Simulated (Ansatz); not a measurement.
Ideal-gas functions of C2H4BrGaO (`[GaH2][O]/C=C/Br`) at 800 K and 1 bar, from an Ansatz frequency run at PBE0-D4/def2-TZVP.

Molar mass 193.68 g/mol, point group C1 (symmetry number 1), electronic degeneracy 1, moments of inertia 44.9, 1048.085, 1085.653 u Å². Harmonic wavenumbers (cm⁻¹, unscaled): 74, 100, 161, 229, 283, 407, 534, 601, 617, 713, 784, 820, 965, 1211, 1245, 1342, 1673, 2021, 2049, 3158, 3222.

Use S(trans) = R[1.5 ln M + 2.5 ln T − 1.1517]; rotational temperatures θ = 24.2544 K / I; S(rot) = R[ln(√π/σ · √(T³/θAθBθC)) + 1.5]; for each mode x = 1.438777 ν̃/T, S = R[x/(eˣ − 1) − ln(1 − e⁻ˣ)] and H = RT x/(eˣ − 1); 1 cm⁻¹ = 0.0119627 kJ/mol; R = 8.31446 J/(mol·K).

Problem. By hand: the entropy, in J/(mol·K).

Solution. Translation 195.1. Rotation: θ = 0.5402, 0.0231, 0.0223 K, giving 134.6. Vibration, mode by mode: 25.09, 22.59, 18.65, 15.75, 14.02, 11.09, 8.96, 8.06, 7.86, 6.79, 6.11, 5.80, 4.70, 3.31, 3.16, 2.75, 1.72, 1.04, 1.00, 0.19, 0.17, in all 168.8. Electronic 0.0. Sum 498.5 J/(mol·K).

Problem. By hand: H − E and G − E in kJ/mol, counted from the electronic energy.

Solution. Zero-point energy ½ × 22209 × 0.0119627 = 132.8; thermal vibration 63.8; translation, rotation and pV give 4 RT = 26.6. H − E = 223.2 kJ/mol, and G − E = 223.2 − 800 × 498.5/1000 = -175.6 kJ/mol.

Vibration gives 34 % of the entropy, 47.7 J/(mol·K) of it from the modes under 150 cm⁻¹: soft modes count most, and the harmonic formula is weakest for them. The sum counts one conformer and one mirror image; others add a mixing term.
